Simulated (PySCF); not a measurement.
CdS. Atoms are numbered in the order given.

```xyz
2

Cd     0.0000     0.0000    -0.5575
S      0.0000     0.0000     1.6724
```

Geometry: r2SCAN-D4/def2-TZVPD. The def2 effective core potentials stand for the cores of Cd; spin–orbit coupling is left out.

These are PySCF with M06-2X/def2-TZVPD values and carry that method's errors.

Mulliken values depend strongly on the basis, most of all with diffuse functions as here. ESP charges are fitted to the potential on shells at 1.4 to 2.0 van der Waals radii. Atomic charges (e):

| atom | ESP fit | Mulliken |
|---|---|---|
| Cd1 | [?] | 0.58 |
| S2 | [?] | -0.58 |

Q: Some entries are withheld; supply them. (Estimate from the structure and the level; the computed values follow.)

A: 
- Cd1, ESP fit: 0.62
- S2, ESP fit: -0.62
